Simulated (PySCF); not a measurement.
## Re (rhenium, neutral): LDA calculation

Configuration: [Xe] 4f14 5d5 6s1 7s1, high-spin 8S determinant (an excited configuration). All numbers are calculated (PySCF 2.14, scalar relativity by spin-free X2C-1e, in x2c-TZVPPall with one added diffuse shell each of s, p, d, f type (12s8p8d4f1g, 113 functions)).

```json
{"Total energy": "-16682.76 hartree", "One-electron energy": "-22881.94 hartree", "Hartree (Coulomb) energy": "6525.05 hartree", "Exchange-correlation energy": "-325.87 hartree", "⟨S²⟩": "15.7511", "⟨L²⟩": "0.000", "Sum of ⟨r⟩": "50.40 bohr", "Sum of ⟨r²⟩": "128.1 bohr²", "Langevin diamagnetic susceptibility": "-101 ×10⁻⁶ cm³/mol", "Time after the integrals": "roughly 6 core-seconds"}
```

```csv
shell,electrons,mean orbital energy (eV),"rms radius, mean of both spins (bohr)"
1s α,1,-71350.0,0.0204
1s β,1,-71350.0,0.0204
2s α,1,-12376.7,0.0825
2s β,1,-12376.5,0.0825
2p α,3,-10848.1,0.0750
2p β,3,-10847.9,0.0750
3s α,1,-2869.9,0.211
3s β,1,-2869.8,0.211
3p α,3,-2416.6,0.212
3p β,3,-2416.5,0.212
3d α,5,-1882.7,0.194
3d β,5,-1882.5,0.194
4s α,1,-601.37,0.469
4s β,1,-601.11,0.469
4p α,3,-451.68,0.499
4p β,3,-451.42,0.499
4d α,5,-258.92,0.538
4d β,5,-258.61,0.538
5s α,1,-89.984,1.10
5s β,1,-87.947,1.10
5p α,3,-52.437,1.28
5p β,3,-49.840,1.28
4f α,7,-46.995,0.648
4f β,7,-46.449,0.648
5d α,5,-10.664,2.02
6s α,1,-10.238,3.05
7s α,1,-1.641,8.64
```

Spin-orbit coupling, which splits the p, d and f shells strongly at this Z, is absent. The outer electron is Rydberg-like, and this basis confines it to a smaller radius and binds it less than a complete one would.

Densities and radii are taken from the X2C orbitals without a picture-change correction, which distorts them close to the nucleus.
